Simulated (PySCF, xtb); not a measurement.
2-ethylidene-1,3-dioxole (C5H6O2), SMILES CC=C1OC=CO1.

Harmonic wavenumbers (cm⁻¹) from GFN2-xTB (xtb) at its own minimum, in rising order: 114, 160, 185, 250, 466, 525, 606, 664, 737, 752, 787, 861, 864, 988, 1022, 1044, 1077, 1095, 1132, 1165, 1214, 1279, 1405, 1480, 1490, 1631, 1771, 2989, 3006, 3059, 3126, 3198, 3215.

Problem. What does PBE-D3(BJ)/def2-SVP in PySCF give at its own minimum? (An estimate is asked for; the answer gives what the named calculation found.)

Solution. 118, 141, 194, 237, 475, 539, 625, 678, 687, 717, 770, 841, 895, 954, 1003, 1046, 1081, 1087, 1120, 1174, 1254, 1322, 1359, 1406, 1417, 1631, 1758, 2947, 3005, 3069, 3140, 3224, 3248. Paired by order, the mean absolute difference is 23 cm⁻¹ and the zero-point energies are 62.0 and 61.7 kcal/mol.
